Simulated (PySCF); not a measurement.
C4H3S (SMILES [c]1ccsc1), doublet, at a GFN2-xTB geometry. Base run: PySCF with M062X/STO-3G.

The PySCF input:
```python
from pyscf import gto, scf, dft

mol = gto.M(
    atom='''
C     0.41047637   -1.39328892   -0.18344938
C     1.23247863   -0.35476814   -0.15707414
S     0.28150493    1.10974650    0.08658406
C    -1.17618315    0.18464828    0.13407073
C    -0.96017171   -1.14882389   -0.02420000
H     2.29379584   -0.27638475   -0.25285561
H    -2.10966106    0.69299398    0.27768379
H    -1.72781451   -1.89915720   -0.02625646
''',
    basis='sto-3g',
    spin=1,
    verbose=4,
)

mf = dft.UKS(mol)
mf.xc = 'm062x'
mf.kernel()
mf.analyze()
```

Variants of this job, named by their change:

| change | ΔE vs base (mEh) | SCF cycles | <S^2> | outcome |
|---|---|---|---|---|
| base | 0.000 | 14 | 0.765 | converged |
| diis = off; damp = 0.6 (with mf.diis_start_cycle = 200; with mf.max_cycle = 150) | 0.000 | 55 | 0.765 | converged |
| conv_tol = 1e-11 | 0.000 | 16 | 0.765 | converged |
| damp = 0.5; diis_start_cycle = 5 | 0.000 | 15 | 0.765 | converged |
| diis = off (with mf.max_cycle = 100) | - | 100 | - | not converged |
| solver = newton | 0.000 | - | 0.765 | converged |
| diis_space = 2 | 0.000 | 27 | 0.765 | converged |
| level_shift = 0.1 (with mf.max_cycle = 100) | 0.000 | 15 | 0.765 | converged |
| init_guess = vsap | 0.000 | 14 | 0.765 | converged |
| solver = newton; init_guess = 1e | 0.000 | - | 0.765 | converged |
| conv_tol = 1e-12 | 0.000 | 17 | 0.765 | converged |
| level_shift = 0.5 (with mf.max_cycle = 100) | 0.000 | 21 | 0.765 | converged |
| init_guess = atom | 0.000 | 14 | 0.765 | converged |

Open shells are given as the SCF converged; they aren't shown to be the lowest states, and a large step between rows can be another state.
